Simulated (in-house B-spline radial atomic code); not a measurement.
Inner levels of gold as electrons are removed. A shift is the extra binding of the orbital against the neutral atom ([Xe] 4f14 5d10 6s1). The density at the nucleus is averaged over the nuclear charge. Computed with an all-electron radial atomic-structure program (B-spline basis): Dirac-Hartree-Fock, jj configuration that fills j = l - 1/2 first, finite nuclei.

A number in brackets counts the electrons of a j subshell.

| ion | configuration | shift of 3d3/2 (eV) | shift of 4s1/2 (eV) | shift of 3p1/2 (eV) | radius of 3d3/2 (bohr) | radius of 4s1/2 (bohr) | radius of 3p1/2 (bohr) | Σ<r²> (bohr²) | change of density at nucleus (bohr⁻³) |
| --- | --- | --- | --- | --- | --- | --- | --- | --- | --- |
| Au14+ | [Kr] 4d10 4f14 5s2 5p1/2(2) 5p3/2(1) | 282.06 | 276.99 | 281.95 | 0.16486 | 0.40631 | 0.17343 | 13.159 | 713.44 |
| Au15+ | [Kr] 4d10 4f14 5s2 5p1/2(2) | 310.91 | 304.74 | 310.75 | 0.16484 | 0.4062 | 0.17341 | 11.987 | 839.32 |
| Au16+ | [Kr] 4d10 4f14 5s2 5p1/2(1) | 341.63 | 334.36 | 341.07 | 0.16482 | 0.40601 | 0.17342 | 10.966 | 850.09 |
| Au17+ | [Kr] 4d10 4f14 5s2 | 373.01 | 364.55 | 372.03 | 0.16479 | 0.40579 | 0.17342 | 9.9871 | 858.16 |
| Au18+ | [Kr] 4d10 4f5/2(6) 4f7/2(7) 5s2 | ? | ? | ? | ? | ? | ? | ? | ? |
| Au19+ | [Kr] 4d10 4f5/2(6) 4f7/2(6) 5s2 | 471.33 | 453.6 | 470.16 | 0.1648 | 0.40317 | 0.17341 | 9.0214 | 1365.11 |
| Au20+ | [Kr] 4d10 4f5/2(6) 4f7/2(6) 5s1 | 505.87 | 485.77 | 504.52 | 0.16477 | 0.40344 | 0.1734 | 8.2023 | -436.58 |
| Au21+ | [Kr] 4d10 4f5/2(6) 4f7/2(6) | 540.99 | 518.4 | 539.46 | 0.16474 | 0.4033 | 0.17338 | 7.4098 | -2326.02 |
| Au22+ | [Kr] 4d10 4f5/2(6) 4f7/2(5) | 594.29 | 565.85 | 592.62 | 0.16473 | 0.40185 | 0.17336 | 7.0268 | -2200.53 |
| Au23+ | [Kr] 4d10 4f5/2(6) 4f7/2(4) | 649.18 | 614.34 | 647.37 | 0.16471 | 0.40034 | 0.17334 | 6.6659 | -2065.28 |
| Au24+ | [Kr] 4d10 4f5/2(6) 4f7/2(3) | 705.66 | 663.85 | 703.7 | 0.16469 | 0.39878 | 0.17332 | 6.325 | -1920.32 |
| Au25+ | [Kr] 4d10 4f5/2(6) 4f7/2(2) | 763.71 | 714.34 | 761.57 | 0.16466 | 0.39717 | 0.1733 | 6.0025 | -1765.65 |
| Au26+ | [Kr] 4d10 4f5/2(6) 4f7/2(1) | 823.3 | 765.8 | 820.97 | 0.16462 | 0.39553 | 0.17326 | 5.6967 | -1601.25 |
| Au27+ | [Kr] 4d10 4f5/2(6) | 884.41 | 818.2 | 881.88 | 0.16458 | 0.39384 | 0.17323 | 5.4063 | -1427.18 |
| Au28+ | [Kr] 4d10 4f5/2(5) | ? | ? | ? | ? | ? | ? | ? | ? |
| Au29+ | [Kr] 4d10 4f5/2(4) | ? | ? | ? | ? | ? | ? | ? | ? |
| Au30+ | [Kr] 4d10 4f5/2(3) | 1072.86 | 981.66 | 1072.1 | 0.16408 | 0.3885 | 0.17295 | 4.6253 | -826.11 |
| Au31+ | [Kr] 4d10 4f5/2(2) | 1138.42 | 1037.89 | 1138.3 | 0.1639 | 0.38667 | 0.17285 | 4.3883 | -606.19 |
| Au32+ | [Kr] 4d10 4f5/2(1) | 1205.33 | 1094.97 | 1205.86 | 0.1637 | 0.38483 | 0.17273 | 4.1615 | -376.54 |

Fill in the row of Au18+.

shift of 3d3/2 (eV): 421.33; shift of 4s1/2 (eV): 408.5; shift of 3p1/2 (eV): 420.26; radius of 3d3/2 (bohr): 0.1648; radius of 4s1/2 (bohr): 0.40452; radius of 3p1/2 (bohr): 0.17342; Σ<r²> (bohr²): 9.4881; change of density at nucleus (bohr⁻³): 1105.7.

Fill in the row of Au28+.

shift of 3d3/2 (eV): 945.84; shift of 4s1/2 (eV): 871.8; shift of 3p1/2 (eV): 943.88; radius of 3d3/2 (bohr): 0.16442; radius of 4s1/2 (bohr): 0.39209; radius of 3p1/2 (bohr): 0.17314; Σ<r²> (bohr²): 5.1335; change of density at nucleus (bohr⁻³): -1236.6.

Fill in the row of Au29+.

shift of 3d3/2 (eV): 1008.66; shift of 4s1/2 (eV): 926.29; shift of 3p1/2 (eV): 1007.29; radius of 3d3/2 (bohr): 0.16426; radius of 4s1/2 (bohr): 0.39031; radius of 3p1/2 (bohr): 0.17305; Σ<r²> (bohr²): 4.8735; change of density at nucleus (bohr⁻³): -1036.24.
